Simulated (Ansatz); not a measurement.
Na3Br4⁻. Total charge -1; singlet. Geometry r2SCAN-D4/def2-SVP, that of the neutral doublet.

Cartesian coordinates in Å:
```
Na -0.323 -1.886 -0.995
Na -0.782 -0.021 2.643
Na 0.787 1.904 -0.636
Br -0.662 0.443 -2.631
Br -1.219 -2.380 1.466
Br 2.026 -0.426 -1.763
Br 0.173 2.366 1.916
```

The structure comes from a short search, and lower isomers may exist.

Task: Estimate the orbital energies around the gap (eV) in Ansatz with PBE-D4/def2-TZVPD, BLYP-D4/def2-TZVPD, PBE0-D4/def2-TZVPD.

Result: 
| orbital | PBE-D4/def2-TZVPD | BLYP-D4/def2-TZVPD | PBE0-D4/def2-TZVPD |
| --- | --- | --- | --- |
| HOMO−5 | -2.89 | -2.70 | -4.16 |
| HOMO−4 | -2.48 | -2.32 | -3.64 |
| HOMO−3 | -2.18 | -2.02 | -3.35 |
| HOMO−2 | -1.69 | -1.54 | -2.79 |
| HOMO−1 | -1.49 | -1.33 | -2.60 |
| HOMO | -0.16 | -0.02 | -1.18 |
| LUMO | 0.99 | 0.99 | 1.44 |
| LUMO+1 | 1.79 | 1.74 | 2.01 |
| LUMO+2 | 1.79 | 1.77 | 2.06 |
| LUMO+3 | 2.06 | 2.05 | 2.23 |
| LUMO+4 | 2.15 | 2.09 | 2.34 |
| LUMO+5 | 2.19 | 2.12 | 2.37 |
